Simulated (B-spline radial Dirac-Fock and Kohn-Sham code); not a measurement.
**Magnetic form factor of the 4f shell of Pt¹⁹⁺**

System: Pt¹⁹⁺, [Kr] 4d10 4f12 5s1 (tabulated as the ground configuration, which this calculation does not bear out).

Input of the calculation (task.json; shells as n, l, electrons):

```json
{"items": [{
  "Z": 78,
  "q": 19,
  "cfg": [[1, 0, 2], [2, 0, 2], [2, 1, 6], [3, 0, 2], [3, 1, 6], [3, 2, 10], [4, 0, 2], [4, 1, 6], [4, 2, 10], [4, 3, 12], [5, 0, 1]],
  "A": 195,
  "rrms": 5.427,
  "do": ["scatter"],
  "s": [0.0, 0.05, 0.1, 0.15, 0.2, 0.25, 0.3, 0.35, 0.4, 0.45, 0.5, 0.6, 0.7, 0.8, 0.9, 1.0, 1.1, 1.2, 1.4, 1.6, 1.8, 2.0, 2.5, 3.0, 3.5, 4.0, 5.0, 6.0],
  "pz": [0, 0.1, 0.14, 0.2, 0.29, 0.42, 0.59, 0.85, 1.2, 1.7, 2.5, 3.5, 5.0, 7.2, 10.0, 15.0, 21.0, 30.0, 43.0, 61.0, 87.0],
  "hv_scatter": [8047.8, 10000, 17479.3, 30000, 50000, 100000, 500000, 1000000]
}]}
```

Launch: `python xray_run.py task.json out`

Model: relativistic Hartree-Fock (Dirac-Fock) wave functions, averaged over the configuration. Program: a B-spline atomic structure program. ⟨j_K⟩ is the integral of the 4f radial density with the spherical Bessel function j_K(4πsr), s = sin θ/λ.

```tsv
s (Å⁻¹)	⟨j0⟩	⟨j2⟩	⟨j4⟩	⟨j6⟩
0	1.0000	0.0000	0.0000	0.0000
0.05	0.9953	0.0019	0.0000	0.0000
0.1	0.9812	0.0075	0.0000	0.0000
0.15	0.9583	0.0165	0.0001	0.0000
0.2	0.9271	0.0287	0.0004	0.0000
0.25	0.8886	0.0434	0.0009	0.0000
0.3	0.8438	0.0601	0.0017	0.0000
0.35	0.7938	0.0782	0.0031	0.0001
0.4	0.7400	0.0970	0.0050	0.0002
0.45	0.6836	0.1159	0.0075	0.0003
0.5	0.6258	0.1342	0.0107	0.0006
0.6	0.5102	0.1673	0.0192	0.0015
0.7	0.4007	0.1933	0.0302	0.0032
0.8	0.3025	0.2104	0.0429	0.0058
0.9	0.2185	0.2184	0.0564	0.0095
1	0.1494	0.2183	0.0695	0.0142
1.1	0.0947	0.2114	0.0815	0.0198
1.2	0.0529	0.1995	0.0916	0.0259
1.4	0.0004	0.1668	0.1048	0.0388
1.6	-0.0234	0.1309	0.1088	0.0505
```

Radial moments of the shell: ⟨r²⟩ = 0.2574, ⟨r⁴⟩ = 0.1175, ⟨r⁶⟩ = 0.08477 in powers of bohr.
